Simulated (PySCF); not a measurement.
Species: C3H2FNSe.
InChI=1S/C3H2FNSe/c4-3-1-5-2-6-3/h1-2H

Computed with EOM-IP-CCSD/aug-cc-pVDZ in PySCF, restricted Hartree–Fock reference, 14 core orbitals frozen, non-relativistic, gas phase, PBE0-D3(BJ)/def2-SVP geometry.

Hartree–Fock orbital energies give these Koopmans values (eV): HOMO 9.45, HOMO-1 10.42, HOMO-2 11.62, HOMO-3 13.49, HOMO-4 15.16, HOMO-5 16.05, HOMO-6 16.97, HOMO-7 19.16.

**Question.** What vertical ionisation energies does EOM-IP-CCSD give?

**Answer.** 
| leading hole (HF orbital) | Koopmans (eV) | EOM-IP-CCSD (eV) | change (eV) | one-hole share |
| --- | --- | --- | --- | --- |
| HOMO | 9.45 | 9.32 | -0.13 | 0.95 |
| HOMO-1 | 10.42 | 10.00 | -0.42 | 0.95 |
| HOMO-2 | 11.62 | 10.09 | -1.53 | 0.94 |
| HOMO-3 | 13.49 | 12.47 | -1.02 | 0.95 |
| HOMO-4 | 15.16 | 13.71 | -1.45 | 0.90 |
| HOMO-5 | 16.05 | 14.26 | -1.79 | 0.94 |
| HOMO-6 | 16.97 | 15.28 | -1.69 | 0.94 |
| HOMO-7 | 19.16 | 16.51 | -2.65 | 0.93 |

**Question.** Does the order of the lines follow the orbital energies?

**Answer.** Yes, no two lines change places. The corrections run from -2.65 to -0.13 eV, with a mean of -1.33 eV over the 8 lines; no line lies above its Koopmans value.

**Question.** At what kinetic energies would He I light (21.22 eV) eject these electrons?

**Answer.** 11.90 eV (HOMO), 11.22 eV (HOMO-1), 11.13 eV (HOMO-2), 8.75 eV (HOMO-3), 7.51 eV (HOMO-4), 6.96 eV (HOMO-5), 5.94 eV (HOMO-6), 4.71 eV (HOMO-7).

**Question.** What total energy has the lowest final state, and which wavelength reaches it?

**Answer.** E(CCSD) + ionisation energy = -2669.38751 + 0.34244 = -2669.04507 Eh, at the geometry of the initial state. The threshold wavelength is 1239.84 eV nm/9.32 eV = 133.0 nm.

Lines less than 0.15 eV apart could change places at a higher level. One root was sought for each valence orbital with −ε under 21 eV, eight at most, so deeper holes and satellites are missing; no vibrational structure.
